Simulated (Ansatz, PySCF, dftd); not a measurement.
System: CH$_{5}$OSi, charge 0, doublet. CH5OSi (SMILES C[SiH2][O], doublet).
B3LYP-D3(BJ)/def2-TZVP minimum from Ansatz (a program for electronic structure):
```xyz
8

O      1.4713    -0.2000     0.1724
Si    -0.1021    -0.4663    -0.2776
C     -0.9881     1.0560     0.3940
H     -0.2430    -0.5480    -1.7520
H     -0.6446    -1.7030     0.3362
H     -0.8869     1.1163     1.4768
H     -2.0466     0.9624     0.1386
H     -0.5919     1.9647    -0.0571
```
Charge 0, spin multiplicity 2.

Property: enthalpy of formation at 298 K (by atomisation, with rigid-rotor harmonic-oscillator terms from PySCF's Hessian at B3LYP-D3(BJ)/def2-TZVP and the atoms' measured values of the G2/97 table; no spin-orbit terms), in kJ/mol. Radicals and triplets start from unrestricted determinants; spin-orbit coupling is neglected. Correlated methods leave the cores frozen. No relativity. Double hybrids freeze cores in their MP2 part. For partners of very few electrons the exact lower level stands in for a higher one.

```json
[
 {"level": "HF/cc-pV(D+d)Z", "program": "Ansatz", "enthalpy of formation at 298 K (kJ/mol)": "643.8"},
 {"level": "PBE-D3(BJ)/def2-TZVPD", "program": "Ansatz + dftd3", "enthalpy of formation at 298 K (kJ/mol)": "-101.1"},
 {"level": "PBE-D4/def2-TZVPD", "program": "Ansatz + dftd4", "enthalpy of formation at 298 K (kJ/mol)": "-100.1"},
 {"level": "r2SCANh-D4/def2-TZVPD", "program": "Ansatz + dftd4", "enthalpy of formation at 298 K (kJ/mol)": "-76.3"},
 {"level": "CAM-B3LYP-D3(BJ)/def2-TZVPD", "program": "Ansatz + dftd3", "enthalpy of formation at 298 K (kJ/mol)": "-92.6"},
 {"level": "B2GP-PLYP/def2-TZVPD", "program": "Ansatz", "enthalpy of formation at 298 K (kJ/mol)": "-28.9"},
 {"level": "MP2/cc-pV(T+d)Z", "program": "Ansatz", "enthalpy of formation at 298 K (kJ/mol)": "-5.2"},
 {"level": "CCSDT(Q)/cc-pV(D+d)Z", "program": "Ansatz", "enthalpy of formation at 298 K (kJ/mol)": "150.7"}
]
```
